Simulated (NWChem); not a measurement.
System: SiHSCl2F; SMILES F[Si](S)(Cl)Cl

Parts of the log:

```
             Northwest Computational Chemistry Package (NWChem) 7.3.0
             --------------------------------------------------------

                             Geometry "geometry" -> ""
                             -------------------------

 Output coordinates in angstroms (scale by  1.889725989 to convert to a.u.)

  No.       Tag          Charge          X              Y              Z
 ---- ---------------- ---------- -------------- -------------- --------------
    1 F                    9.0000    -0.02472100     0.15510800     1.86063100
    2 Si                  14.0000    -0.00761400     0.01423100     0.26423300
    3 S                   16.0000     0.79416400    -1.85539300    -0.34184200
    4 Cl                  17.0000    -1.93469500     0.09768900    -0.41285500
    5 Cl                  17.0000     1.07005800     1.61740200    -0.42901600
    6 H                    1.0000     2.02744300    -1.62510600     0.16351500

 Effective nuclear repulsion energy (a.u.)     444.8327354251

                              NWChem Property Module
                              ----------------------

  itol2e modified to match energy
  convergence criterion.

                                 NWChem DFT Module
                                 -----------------

 Summary of "ao basis" -> "ao basis" (spherical)
 ------------------------------------------------------------------------------
       Tag                 Description            Shells   Functions and Types
 ---------------- ------------------------------  ------  ---------------------
 F                          pcsseg-1                 7       17   3s3p1d
 Si                         pcsseg-1                10       24   4s5p1d
 S                          pcsseg-1                10       24   4s5p1d
 Cl                         pcsseg-1                10       24   4s5p1d
 H                          pcsseg-1                 3        5   2s1p

  itol2e modified to match energy
  convergence criterion.

            General Information
            -------------------
          SCF calculation type: DFT
          Wavefunction type:  closed shell.
          No. of atoms     :     6
          No. of electrons :    74
           Alpha electrons :    37
            Beta electrons :    37
          Charge           :     0
          Spin multiplicity:     1
          Use of symmetry is: off; symmetry adaption is: off
          Maximum number of iterations: 150
          AO basis - number of functions:   118
                     number of shells:    50
          Convergence on energy requested:  1.00D-07
          Convergence on density requested:  1.00D-05
          Convergence on gradient requested:  5.00D-04

              XC Information
              --------------
                          KT2 Method XC Functional
                        Slater Exchange Functional  1.072 local
                           KT1 gradient correction  1.000 non-local
            Perdew 1991 LDA Correlation Functional  0.577 local

             Grid Information
             ----------------
          Grid used for XC integration:  fine
          Radial quadrature: Mura-Knowles
          Angular quadrature: Lebedev.
          Tag              B.-S. Rad. Rad. Pts. Rad. Cut. Ang. Pts.
          ---              ---------- --------- --------- ---------
          F                   0.50       70          10.0       590
          Si                  1.10      123          10.0       770
          S                   1.00      123          10.0       770
          Cl                  1.00      123          12.0       770
          H                   0.35       60          11.0       590
          Grid pruning is: on
          Number of quadrature shells:   622
          Spatial weights used:  Erf1

      Superposition of Atomic Density Guess
      -------------------------------------

 Sum of atomic energies:       -1705.00803446

      Non-variational initial energy
      ------------------------------

 Total energy =   -1706.188290
 1-e energy   =   -3246.548805
 2-e energy   =    1095.527779
 HOMO         =      -0.338934
 LUMO         =       0.036698

   convergence    iter        energy       DeltaE   RMS-Dens  Diis-err
 ---------------- ----- ----------------- --------- --------- ---------
 d= 0,ls=0.0,diis     1  -1722.2235420798 -2.17D+03  1.61D-02  2.28D+00
 d= 0,ls=0.0,diis     2  -1722.0522426679  1.71D-01  1.25D-02  2.87D+00
 d= 0,ls=0.0,diis     3  -1722.3120534627 -2.60D-01  3.19D-03  4.79D-01
 d= 0,ls=0.0,diis     4  -1722.3534887821 -4.14D-02  1.01D-03  1.90D-02
 d= 0,ls=0.0,diis     5  -1722.3546759494 -1.19D-03  4.69D-04  4.35D-03
  Resetting Diis
 d= 0,ls=0.0,diis     6  -1722.3552007036 -5.25D-04  8.46D-05  1.32D-04
 d= 0,ls=0.0,diis     7  -1722.3552178005 -1.71D-05  3.48D-05  4.82D-06
 d= 0,ls=0.0,diis     8  -1722.3552172309  5.70D-07  1.97D-05  1.04D-05
 d= 0,ls=0.0,diis     9  -1722.3552184074 -1.18D-06  3.40D-06  4.93D-07
 d= 0,ls=0.0,diis    10  -1722.3552184458 -3.84D-08  8.27D-07  1.39D-08

         Total DFT energy =    -1722.355218445839
      One electron energy =    -3250.746078532005
           Coulomb energy =     1211.640491875441
    Exchange-Corr. energy =     -128.082367214349
 Nuclear repulsion energy =      444.832735425073

 Numeric. integr. density =       74.000000143662

                       DFT Final Molecular Orbital Analysis
                       ------------------------------------

 Vector   35  Occ=2.000000D+00  E=-3.179624D-01
              MO Center=  3.4D-01,  6.3D-01, -3.7D-01, r^2= 4.5D+00
   Bfn.  Coefficient  Atom+Function         Bfn.  Coefficient  Atom+Function
  ----- ------------  ---------------      ----- ------------  ---------------
   104      0.290189  5 Cl py               105      0.260592  5 Cl pz
    81     -0.252136  4 Cl pz               107      0.240270  5 Cl py
   103     -0.224758  5 Cl px                84     -0.212162  4 Cl pz
   108      0.212466  5 Cl pz               106     -0.187243  5 Cl px
    56      0.151658  3 S  py                57      0.151153  3 S  pz

 Vector   36  Occ=2.000000D+00  E=-3.110789D-01
              MO Center= -2.3D-01,  8.5D-01, -3.5D-01, r^2= 4.2D+00
   Bfn.  Coefficient  Atom+Function         Bfn.  Coefficient  Atom+Function
  ----- ------------  ---------------      ----- ------------  ---------------
   103      0.334687  5 Cl px                80      0.280297  4 Cl py
   105      0.278983  5 Cl pz               106      0.275586  5 Cl px
    81     -0.224904  4 Cl pz                83      0.225356  4 Cl py
   108      0.223870  5 Cl pz                84     -0.178762  4 Cl pz
    79      0.163852  4 Cl px                82      0.136601  4 Cl px

 Vector   37  Occ=2.000000D+00  E=-2.671374D-01
              MO Center=  7.3D-01, -1.5D+00, -2.8D-01, r^2= 2.5D+00
   Bfn.  Coefficient  Atom+Function         Bfn.  Coefficient  Atom+Function
  ----- ------------  ---------------      ----- ------------  ---------------
    57      0.450181  3 S  pz                60      0.418712  3 S  pz
    56     -0.225457  3 S  py                59     -0.208758  3 S  py
    55     -0.147486  3 S  px                58     -0.139881  3 S  px
   104     -0.135641  5 Cl py               107     -0.121289  5 Cl py
    51     -0.113839  3 S  pz                48     -0.106342  3 S  pz

 Vector   38  Occ=0.000000D+00  E=-6.226524D-02
              MO Center=  2.0D-01, -1.5D-01, -1.5D-01, r^2= 4.5D+00
   Bfn.  Coefficient  Atom+Function         Bfn.  Coefficient  Atom+Function
  ----- ------------  ---------------      ----- ------------  ---------------
    21      1.047862  2 Si s                 20      0.827915  2 Si s
    59     -0.488854  3 S  py                19     -0.405054  2 Si s
   107      0.369535  5 Cl py                82     -0.365625  4 Cl px
    93     -0.363576  5 Cl s                 45     -0.311266  3 S  s
    58      0.292955  3 S  px                69     -0.285368  4 Cl s

 Vector   39  Occ=0.000000D+00  E=-4.197985D-02
              MO Center=  1.1D+00, -1.3D+00, -3.3D-02, r^2= 4.2D+00
   Bfn.  Coefficient  Atom+Function         Bfn.  Coefficient  Atom+Function
  ----- ------------  ---------------      ----- ------------  ---------------
   115      1.203100  6 H  s                 45     -0.760726  3 S  s
    58     -0.638924  3 S  px                34     -0.433751  2 Si px
   114      0.386019  6 H  s                 21      0.349498  2 Si s
    69     -0.346772  4 Cl s                 82     -0.269864  4 Cl px
    31     -0.249366  2 Si px                55     -0.232023  3 S  px

 Vector   40  Occ=0.000000D+00  E=-1.204162D-02
              MO Center=  4.7D-01, -2.5D-01,  3.0D-01, r^2= 4.3D+00
   Bfn.  Coefficient  Atom+Function         Bfn.  Coefficient  Atom+Function
  ----- ------------  ---------------      ----- ------------  ---------------
    36      0.838937  2 Si pz                34      0.485162  2 Si px
   115      0.463438  6 H  s                 69      0.444995  4 Cl s
    33      0.420497  2 Si pz                 3     -0.399007  1 F  s
    60     -0.367111  3 S  pz                82      0.314861  4 Cl px
    58     -0.270112  3 S  px                45     -0.260145  3 S  s

     Multipole analysis of the density
     ---------------------------------

     L   x y z        total         alpha         beta         nuclear
     -   - - -        -----         -----         ----         -------
     0   0 0 0     -0.000000    -37.000000    -37.000000     74.000000

     1   1 0 0      0.496718      0.526004      0.526004     -0.555290
     1   0 1 0     -0.234768      0.411400      0.411400     -1.057568
     1   0 0 1     -0.058929     -0.811034     -0.811034      1.563138

     2   2 0 0    -39.362195   -193.422573   -193.422573    347.482952
     2   1 1 0     -1.711436      0.389608      0.389608     -2.490652
     2   1 0 1      0.798221     -1.958192     -1.958192      4.714605
     2   0 2 0    -42.623612   -204.461182   -204.461182    366.298752
     2   0 1 1     -0.431201     -0.305837     -0.305837      0.180472
     2   0 0 2    -44.222982    -93.636332    -93.636332    143.049682

          -----------------------------------------
          Chemical Shielding Tensors (GIAO, in ppm)
          -----------------------------------------

                                NWChem CPHF Module
                                ------------------

  scftype          =     RHF
  nclosed          =       37
  nopen            =        0
  variables        =     2997
  # of vectors     =        3
  tolerance        = 0.10D-03
  level shift      = 0.00D+00
  max iterations   =       50
  max subspace     =       30

 SCF residual:    2.1572332851703908E-005

Iterative solution of linear equations
  No. of variables     2997
  No. of equations        3
  Maximum subspace       30
        Iterations       50
       Convergence  1.0D-04

   iter   nsub   residual    time
   ----  ------  --------  ---------
     1      3    7.22D-06      35.9

      Atom:    1  F
        Diamagnetic
    462.0654      0.2438     -0.2838
      0.2438    461.9687      2.6174
     -0.2838      2.6174    494.6197

        Paramagnetic
   -270.6249      7.6826    -12.7179
      7.6826   -268.2387      6.2271
    -12.7179      6.2271   -198.2562

        Total Shielding Tensor
    191.4405      7.9264    -13.0017
      7.9264    193.7300      8.8445
    -13.0017      8.8445    296.3636

           isotropic =     227.1780
          anisotropy =     107.0402

          Principal Components and Axis System
                 1           2           3
              298.5381    200.5639    182.4320

      1        -0.1147      0.6423      0.7578
      2         0.0749      0.7663     -0.6381
      3         0.9906      0.0164      0.1360

      Atom:    2  Si
        Diamagnetic
    884.4994      0.8293      0.6394
      0.8293    883.8875     -0.0689
      0.6394     -0.0689    881.4186

        Paramagnetic
   -545.0706    -20.5528    -10.2693
    -20.5528   -525.4528    -12.9693
    -10.2693    -12.9693   -535.1100

        Total Shielding Tensor
    339.4288    -19.7236     -9.6298
    -19.7236    358.4348    -13.0382
     -9.6298    -13.0382    346.3086

           isotropic =     348.0574
          anisotropy =      36.6343

          Principal Components and Axis System
                 1           2           3
              372.4803    353.0794    318.6126

      1        -0.4348     -0.5554      0.7089
      2         0.8596     -0.0215      0.5105
      3        -0.2683      0.8313      0.4868

      Atom:    3  S
        Diamagnetic
   1059.3200     -3.7390      0.4446
     -3.7390   1063.2514      2.7027
      0.4446      2.7027   1054.1535

        Paramagnetic
   -409.5587   -118.9121    -30.7538
   -118.9121   -406.1338    -44.8157
    -30.7538    -44.8157   -499.4555

        Total Shielding Tensor
    649.7613   -122.6511    -30.3092
   -122.6511    657.1176    -42.1130
    -30.3092    -42.1130    554.6980

           isotropic =     620.5256
          anisotropy =     234.0198

          Principal Components and Axis System
                 1           2           3
              776.5389    594.9006    490.1374

      1        -0.6893     -0.4740      0.5479
      2         0.7232     -0.4052      0.5593
      3        -0.0431      0.7818      0.6221

      Atom:    4  Cl
        Diamagnetic
   1157.0435     -0.4866      3.0732
     -0.4866   1146.9152     -0.1253
      3.0732     -0.1253   1146.8801

        Paramagnetic
   -183.2905    -19.4905     63.6655
    -19.4905   -472.3998     -9.0716
     63.6655     -9.0716   -422.8867

        Total Shielding Tensor
    973.7530    -19.9772     66.7386
    -19.9772    674.5154     -9.1968
     66.7386     -9.1968    723.9934

           isotropic =     790.7539
          anisotropy =     301.7785

          Principal Components and Axis System
                 1           2           3
              991.9396    707.7530    672.5693

      1         0.9676     -0.2499      0.0371
      2        -0.0679     -0.1158      0.9909
      3         0.2433      0.9613      0.1290

      Atom:    5  Cl
        Diamagnetic
   1149.8468      4.8811     -1.7287
      4.8811   1153.7584     -2.6627
     -1.7287     -2.6627   1146.7156

        Paramagnetic
   -435.8876    137.0127    -33.3908
    137.0127   -274.1620    -56.4670
    -33.3908    -56.4670   -476.4654

        Total Shielding Tensor
    713.9592    141.8938    -35.1195
    141.8938    879.5964    -59.1298
    -35.1195    -59.1298    670.2502

           isotropic =     754.6019
          anisotropy =     332.8661

          Principal Components and Axis System
                 1           2           3
              976.5127    654.8538    632.4393

      1         0.4864      0.0708      0.8709
      2         0.8458      0.2118     -0.4896
      3        -0.2191      0.9748      0.0432

      Atom:    6  H
        Diamagnetic
     40.8012     -1.1515      7.0671
     -1.1515     24.3497      1.6179
      7.0671      1.6179     20.9696

        Paramagnetic
     -2.6686     -1.3825     -2.8263
     -1.3825      2.0845     -1.0141
     -2.8263     -1.0141      2.7917

        Total Shielding Tensor
     38.1326     -2.5341      4.2408
     -2.5341     26.4342      0.6039
      4.2408      0.6039     23.7613

           isotropic =      29.4427
          anisotropy =      15.3673

          Principal Components and Axis System
                 1           2           3
               39.6876     26.4357     22.2049

      1         0.9537      0.0802     -0.2899
      2        -0.1711      0.9374     -0.3033
      3         0.2475      0.3389      0.9077
```

Level: KT2/pcSseg-1, GIAO. All runs use the structure optimised with B3LYP/6-31G* (spherical d). The printed shielding anisotropy is the first printed principal value minus the mean of the other two.

Q: Write an input that gives this output.

A: Several could match; the one computed here: the input that was run:
```
start job
memory heap 200 mb stack 900 mb global 1100 mb
geometry units angstroms noautosym nocenter noautoz
  F     -0.024721     0.155108     1.860631
  Si    -0.007614     0.014231     0.264233
  S      0.794164    -1.855393    -0.341842
  Cl    -1.934695     0.097689    -0.412855
  Cl     1.070058     1.617402    -0.429016
  H      2.027443    -1.625106     0.163515
end
basis spherical
  * library pcsseg-1
end
dft
  xc kt2
  iterations 150
end
property
  shielding
end
task dft property
```
